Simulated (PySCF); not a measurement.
**Which determinant of TiC lies lowest?**

Unrestricted PBE0; PySCF, no relativity, basis sets Ti def2-TZVP, C def2-TZVP. Outer shells of the fragments: Ti 3d2 4s2; C 2s2 2p2.

Followed along the bond (rough minima from three points):

| 2Ms+1 | unpaired | ⟨S²⟩ at the start | R at minimum (Å) | Te (eV) |
| --- | --- | --- | --- | --- |
| 5 | σ ↑↑, π ↑, δ ↑ | 6.20 | 1.81 | 0.00 |
| 5 | σ ↑↑, π ↑, δ ↑ | 6.20 | 1.81 | 0.01 |
| 5 | σ ↑, π ↑↑, δ ↑ | 6.05 | 1.90 | 0.14 |
| 1 | π ↓, δ ↑ | 2.53 | 1.89 | 0.28 |
| 1 | σ ↑, π ↓↓, δ ↑ | 2.32 | 1.96 | 0.32 |
| 3 | σ ↑, π ↑↓, δ ↑ | 3.18 | 1.93 | 0.52 |

Solutions found at the starting distance of 1.975 Å, counted from the lowest of them; the search is not exhaustive and high or unbound solutions are not listed, so other states can lie among these:

```
2Ms+1          unpaired   term  E (eV)   ⟨S²⟩  ⟨Lz²⟩  μ (D)
    5    σ ↑, π ↑↑, δ ↑     ⁵Δ    0.00   6.05   4.00  -4.56
    5    σ ↑↑, π ↑, δ ↑  mixed    0.08   6.20   5.19  -4.25
    5    σ ↑↑, π ↑, δ ↑  mixed    0.09   6.20   5.23  -4.11
    1          π ↓, δ ↑  mixed    0.13   2.53   4.95  -3.38
    1    σ ↑, π ↓↓, δ ↑  mixed    0.14   2.32   4.00  -3.54
    3    σ ↑, π ↑↓, δ ↑  mixed    0.35   3.18   6.00  -4.07
    1          σ ↓, δ ↑  mixed    0.40   2.01   4.00  -6.85
    3    σ ↑↑, π ↓, δ ↑  mixed    0.41   3.39   4.92  -3.94
    7  σ ↑↑, π ↑↑, δ ↑↑    ⁷Σ⁺    0.43  12.00   0.00  -3.02
    3    σ ↓, π ↑↑, δ ↑  mixed    0.49   3.15   4.00  -3.62
    3          π ↑, δ ↑  mixed    0.51   2.73   5.18  -3.64
    7  σ ↑↑, π ↑↑↑, δ ↑  mixed    0.57  12.00   4.92  -2.46
    7  σ ↑↑, π ↑↑↑, δ ↑  mixed    0.58  12.00   4.95  -2.60
    3          σ ↑, π ↑  mixed    0.68   2.60   1.73  -4.19
```

A term symbol is given only where ⟨S²⟩ and ⟨Lz²⟩ are close to those of a pure state; real π, δ and φ orbitals otherwise mix terms. A positive dipole means Ti(−)C(+).

With d or f electrons several states lie close, and the lowest PBE0 determinant need not be the measured ground state.
